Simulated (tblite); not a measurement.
Question: Write Cartesian coordinates for InChI=1S/C2H9NO2Si2/c6-3-7-4-1-2-5-7/h3,7H,1-2H2,6H3 as optimised with GFN2-xTB.

Answer: 
```xyz
16
C2H9NO2Si2 angstrom
Si     2.4844    0.2343    0.7225
N      1.6211   -0.7493   -0.4161
Si    -0.0766   -0.8323   -0.6401
O     -0.8717   -1.0547    0.7766
C     -1.9316   -0.1574    0.9090
C     -1.6819    1.0223   -0.0558
O     -0.7660    0.6044   -1.0225
H      2.2807   -0.2327    2.0991
H      2.0278    1.6204    0.5992
H      3.8892    0.0932    0.3326
H      2.1477   -1.4317   -0.9284
H     -0.4144   -1.8248   -1.6448
H     -2.8644   -0.6692    0.6473
H     -1.9862    0.1750    1.9484
H     -2.6062    1.3322   -0.5511
H     -1.2597    1.8792    0.4803
```

Orientation and origin are arbitrary. Atoms count from 1 in this order. Si1 (SiH3 silicon) is distorted tetrahedral (angles from 104.4° to 111.6°). N2 (nitrogen bridging silicon atoms) is planar (angles 127.3°, 117.4° and 114.9°, sum 359.5°, 0.06 Å off the plane of its three neighbours). Si3 (oxygen-bound silicon) has angles from 96.7° to 113.9°. The N–Si distances run from 1.714 Å (N2–Si3, drawn single) to 1.735 Å (Si1–N2, drawn single), a spread of 0.021 Å.

Bonds between heavy atoms (Å): Si1–N2 1.735, N2–Si3 1.714, Si3–O4 1.640, O4–C5 1.395, C5–C6 1.544, C6–O7 1.396, Si3–O7 1.639.

Structure optimised with GFN2-xTB, isolated species.

Point group: C1 (no symmetry element, even within 0.4 Å). Its GFN2-xTB frequencies are all real (lowest 25 cm⁻¹). The numbers are those of one conformer (Si1–N2–Si3–O4 -50°, N2–Si3–O4–C5 132°, Si3–O4–C5–C6 -20°, O4–C5–C6–O7 19°, C5–C6–O7–Si3 -11°).

All values are computed, not measured.
